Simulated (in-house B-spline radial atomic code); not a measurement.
The numbers below are computed, except where a source is named.
Cs in an electron gas of r_s = 2.67: phase shifts, screening, friction and resistivity

A nucleus sits in a uniform electron gas with a rigid positive background. The Kohn-Sham equations are solved self-consistently in the spin-unpolarised LDA (PW92), non-relativistic, on B-splines with outgoing waves at the boundary and partial waves to l = 8. The model has no lattice, no bands and no magnetic solution. Atomic units; δ_l are the phase shifts at the Fermi level, counted so that each bound state adds π, and good to about 0.0005. Heavy atoms are models without relativity.

The density parameter is r_s = 2.67 bohr, near that of the valence electrons of Cu (1 per atom, density 8.96 g/cm³, mass 63.55 u, which gives r_s = 2.67).

```
l  δ_l (rad)
0    14.4165
1    11.8404
2     7.2216
3     0.0477
4     0.0014
5     0.0002
6    -0.0002
7     0.0000
8    -0.0001
```

Bound levels below the band bottom (hartree): s -7.124, p -5.438, d -2.518, s -0.6008, p -0.2019 and deeper ones.

Check the Friedel sum rule, and say where the screening charge sits.

k_F = (9π/4)^(1/3)/r_s = 0.71879. The rule is Z = (2/π) Σ (2l + 1) δ_l. The terms are s 9.178, p 22.613, d 22.987, f 0.213 and 0.007 beyond, in all 54.998 against Z = 55. Bound states hold 10 s, 24 p, 20 d electrons, so the scattering states carry 1.00 in all; where a term is smaller than its bound count, the bound level has drawn weight out of the band.

Find the transport cross section and the electronic stopping of a 5 keV Cs ion (mass 132.91 u).

σ_tr = (4π/k_F²) Σ (l + 1) sin²(δ_l − δ_(l+1)). The terms for l = 0 to 3 are 0.2871, 1.9825, 1.8136, 0.0086, all together 4.0918, so σ_tr = 24.323 × 4.0918 = 99.524 bohr². With n = 3/(4π r_s³) = 0.01254, the friction coefficient is Q = n k_F σ_tr = 0.8972. For v well below v_F = 0.719, dE/dx = Q v; with 24801 eV per u at v = 1, v = √(5000/(24801 × 132.91)) = 0.0389, so dE/dx = 0.03494 hartree/bohr = 18 eV/nm. The largest term couples the p and d waves.

What residual resistivity would 1 atomic per cent of such centres give in Cu?

Δρ = k_F n_i σ_tr/n in atomic units of 21.74 μΩ·cm. With one host atom per 1 electron, n_i/n = 0.01/1, so Δρ = 0.7188 × 0.01000 × 99.524 × 21.74 = 15.55 μΩ·cm. This is an atom added to the gas, as on an interstitial site.

On a substitutional site the background of one host ion, a sphere holding 1 charge, is taken out. The phase shifts for l = 0 to 4 become 14.3432, 11.7738, 6.9658, 0.0450, 0.0017. What follows?

The Friedel sum is now 54.00, for Z − 1 = 54. The sum in σ_tr is 3.3456, so σ_tr = 81.37 bohr² and Δρ = 12.72 μΩ·cm per atomic per cent, 0.82 times the value above. A real host ion scatters too, so this model doesn't give zero even for the host's own atom.
